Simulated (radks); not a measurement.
Results of a calculation; reference values are marked as such.
Ionisation of Ar, [Ar], to Ar+, [Ne] 3s2 3p5, under several functionals. Non-relativistic Kohn-Sham, spin-polarised, spherical densities, point nucleus; open shells are filled with parallel spins first; a radial shooting solver on a logarithmic mesh with Libxc functionals.

| functional | E(Ar) (hartree) | Exc (hartree) | IE (eV) | -e(HOMO) (eV) | <r> HOMO (bohr) | IE error (eV) |
|---|---|---|---|---|---|---|
| HCTH/407 | -527.64098 | -31.02960 | 16.082 | 10.576 | 1.655 | +0.322 |
| exchange-only r2SCAN | -526.82034 | -30.16548 | 15.257 | 9.916 | 1.666 | -0.503 |
| TPSS | -527.56942 | -30.92111 | 15.927 | 10.420 | 1.661 | +0.167 |
| Wu-Cohen GGA | -527.05450 | -30.38902 | 15.793 | 10.262 | 1.662 | +0.034 |
| LDA (Slater exchange, Perdew-Wang correlation) | -525.93979 | -29.23538 | 15.937 | 10.401 | 1.666 | +0.177 |
| revPBE | -527.45786 | -30.80315 | 15.774 | 10.246 | 1.664 | +0.014 |
| AM05 | -526.07629 | -29.38052 | 15.753 | 10.222 | 1.664 | -0.006 |
| XLYP | -527.69876 | -31.04199 | 15.714 | 10.194 | 1.670 | -0.046 |
| PW91 | -527.53867 | -30.88489 | 15.876 | 10.344 | 1.664 | +0.116 |

NIST Atomic Spectra Database: 15.760 eV (measured). Closest: AM05. The Delta-SCF values span 0.82 eV, the total energies 1.76 hartree. The highest occupied level is 3p. Open shells are spherical and high-spin; term and fine-structure splittings are not resolved.
